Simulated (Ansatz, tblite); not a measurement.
Cost and result up the ladder for the cluster Mg3N2⁺ (the lowest doublet isomer of a short search) (5 atoms). The state is a doublet with charge 1. Geometry: PBE-D4/def2-SVP.

```xyz
5

Mg   -2.278    0.130   -0.341
Mg    1.779   -1.415    1.333
Mg   -0.123    1.782   -1.460
N    -0.133   -0.589    0.464
N     0.755    0.092    0.004
```

Ansatz on 4 threads of Arm Neoverse V2 on a shared host; xTB runs through tblite on one thread. Times are rough, summed over both states, and most runs start from the orbitals of an earlier one. RPA@PBE/def2-TZVP serves as the yardstick here, not as an exact answer. The other state is a quartet at its own geometry, which has other bonds, so the gap mixes isomer and spin.

The xTB rows come from tblite. HSE06 is defined as in plane-wave codes, on full-range PBE exchange. Correlated methods freeze 5 core orbitals; core or outer-core shells of Mg are correlated, in sets that lack core-valence functions. The structure comes from a short search, and lower isomers may exist.

Run but left out: HF/STO-3G, HF/def2-TZVP, r2SCAN-D4/def2-TZVP, PBE0-D4/def2-TZVP, LC-ωPBE/def2-TZVP, ωB97M-V/def2-TZVP, MP2/def2-TZVP (doublet: ⟨S²⟩ 1.05 to 1.91, where a pure state has 0.75); HF/def2-SVP, MP2/def2-SVP, CCSD/def2-SVP, CCSD(T)/def2-SVP (flagged by the program: large difference).

Correlated methods converge slowly with the basis.

xTB has no spin-polarisation term.

```json
{"level": "PBE-D4/def2-TZVP", "functions": "158", "quartet − doublet (eV)": "0.50", "difference from RPA@PBE/def2-TZVP (eV)": "0.03", "remarks": "–"}
{"level": "GFN1-xTB", "functions": "20", "quartet − doublet (eV)": "2.36", "difference from RPA@PBE/def2-TZVP (eV)": "1.89", "remarks": "–"}
{"level": "revPBE-D4/def2-TZVP", "functions": "158", "quartet − doublet (eV)": "0.41", "difference from RPA@PBE/def2-TZVP (eV)": "-0.06", "remarks": "–"}
{"level": "GFN2-xTB", "functions": "35", "quartet − doublet (eV)": "1.78", "difference from RPA@PBE/def2-TZVP (eV)": "1.31", "remarks": "–"}
{"level": "HSE06-D4/def2-TZVP", "functions": "158", "quartet − doublet (eV)": "0.27", "difference from RPA@PBE/def2-TZVP (eV)": "-0.19", "remarks": "spin-contaminated (⟨S²⟩ 1.04) (doublet)"}
{"level": "RPA@PBE/def2-TZVP", "functions": "158", "quartet − doublet (eV)": "0.47", "difference from RPA@PBE/def2-TZVP (eV)": "0.00", "remarks": "–"}
```

Q: Estimate how long each takes.

A: GFN1-xTB 0.006 s; GFN2-xTB 0.023 s; PBE-D4/def2-TZVP 5.7 s; revPBE-D4/def2-TZVP 6 s; HSE06-D4/def2-TZVP 8.2 s; RPA@PBE/def2-TZVP 10 s. On shared hardware such times vary by a factor of up to 3.
